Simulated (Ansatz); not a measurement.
Pulling on the Al1–O2 bond in AlO (multiplicity 2 held). Energies count from the point at 1.627 Å.


Restricted levels (R-, RO-) in cc, def2 and unpolarised 6-31G sets keep to the state of the molecule at rest. Unrestricted levels (U-) break spin symmetry where that is lower. Full CI gives the lowest state of the spin. Levels need not reach the same state.

Cores are frozen in the correlated methods.

Run with Ansatz (Gaussian basis) for Hartree–Fock, density functionals and correlated methods. Each number belongs to the level named beside it.

```csv
level,energy at R = 6.510 Å (kcal/mol)
RO-HF/6-31G,142.31
U-HF/6-31G,35.94
RO-MP2/6-31G,96.25
U-MP2/6-31G,64.92
RO-SCS-MP2/6-31G,88.23
U-SCS-MP2/6-31G,[?]
U-CCSD/6-31G,61.08
U-CCSD(T)/6-31G,61.79
FCI/6-31G,[?]
```

Question: Fill in the missing entries.

Answer: 
- U-SCS-MP2/6-31G, energy at R = 6.510 Å (kcal/mol): 63.52
- FCI/6-31G, energy at R = 6.510 Å (kcal/mol): 86.20

Doubts at one or more of the structures used: a restricted determinant that unrestricted orbitals would lower (RO-HF/6-31G, RO-MP2/6-31G, RO-SCS-MP2/6-31G); a spin-contaminated determinant (U-HF/6-31G, U-MP2/6-31G, U-SCS-MP2/6-31G, U-CCSD/6-31G, U-CCSD(T)/6-31G); T1 above 0.05 (U-CCSD/6-31G, U-CCSD(T)/6-31G); the program's own flag: large difference (U-CCSD/6-31G, U-CCSD(T)/6-31G).

Ansatz is a program for electronic structure.
